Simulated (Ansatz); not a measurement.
F$_{3}$Sn, charge +1, singlet, geometry from GFN2-xTB (such geometries of metal compounds can be far from the true shape) (all electrons, no relativity).

Ansatz (a quantum-chemistry and plane-wave program) was given this input:
Ansatz 0.2 input:
```yaml
crystal:
  periodic: [false, false, false]
  atoms:
    - {symbol: Sn, position_ang: [0.00000000, -0.00000000, 0.00000000]}
    - {symbol: F, position_ang: [-1.72556878, -1.09008013, 0.06681380]}
    - {symbol: F, position_ang: [-0.01020398, 1.88015434, -0.79702064]}
    - {symbol: F, position_ang: [1.73577276, -0.79007422, 0.73020684]}
basis:
  gaussian:
    orbitals: STO-3G
hamiltonian:
  xc: b3lyp
total_charge: 1
```

Task: What does this run give for the number of basis functions, total energy?

Result: 
* **number of basis functions**: 42
* **total energy**: -6260.230262 Ha
